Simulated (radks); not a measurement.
Species: Li+. Configuration: 1s1 2s1 (not the ground configuration). All-electron calculation, scalar-relativistic Kohn-Sham, BLYP, spin-polarised, spherical densities, finite nucleus; open shells are filled with parallel spins first; Fermi nuclear charge, rms radius 2.444 fm. Program: a radial shooting solver on a logarithmic mesh with Libxc functionals.

Unscreened Slater integrals over Kohn-Sham orbitals (eV). They are taken over the spin-up orbitals.

\begin{tabular}{lr}
integral & value \\ \hline
F0(2s,2s) & 9.9624 \\
F0(2s,1s) & 13.868 \\
G0(2s,1s) & 1.1267 \\
F0(1s,1s) & 50.389 \\
\end{tabular}
